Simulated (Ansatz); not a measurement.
Reaction (cleavage of the Ge–Si bond): `[SiH3][SiH2][SiH2][SiH2][GeH3]` + `[GeH3][TeH]` → `[GeH3][Te][GeH3]` + `[SiH3][SiH2][SiH2][SiH3]`

Program: Ansatz. Geometries: PBE0-D4/def2-TZVP. ΔE: electronic, gas phase. CCSD(T)/CBS is the MP2 limit (def2-TZVPP, def2-QZVPP) plus CCSD(T) − MP2 in def2-TZVPP, frozen cores. Functionals use def2-TZVPP. B3LYP here is the variant with VWN-RPA as its local correlation; programs differ in this. Elements past krypton have def2 core potentials. For Ge, Te outer-core shells are correlated without core-valence functions, which leaves a few kJ/mol of doubt a bond. Scalar relativity is left out up to krypton. Each species was taken in one conformer, which may not be the lowest.

```json
{"level": "B97M-V", "ΔE (eV)": "-0.35"}
{"level": "B3LYP-D4", "ΔE (eV)": "-0.44"}
{"level": "PBE", "ΔE (eV)": "-0.41"}
{"level": "revPBE", "ΔE (eV)": "-0.44"}
{"level": "HF/def2-SVP", "ΔE (eV)": "-0.59"}
{"level": "CCSD/def2-SVP", "ΔE (eV)": "-0.46"}
{"level": "CCSD(T)/def2-TZVPP", "ΔE (eV)": "-0.43"}
{"level": "SCS-MP2/def2-QZVPP", "ΔE (eV)": "-0.55"}
```

(1) What does CCSD(T)/CBS give? (Estimate.)

Largest T1 diagnostic among the species: 0.014.

Answers

(1) Computed: -0.46 eV. The listed levels differ from it by 0.11, 0.02, 0.05, 0.02, -0.13, 0.00, 0.03, -0.09 eV.

Leaving LDA and LC-ωPBE aside and taking each functional with its dispersion term where it has one, the values, not all of them listed here, spread over 0.15 eV, from B2PLYP to B97M-V. LDA lies +0.08 eV from PBE without D4. In def2-TZVPP, CCSD(T) changes the Hartree–Fock value by +0.18 eV (the triples alone add +0.01 eV) and MP2 by +0.09 eV.
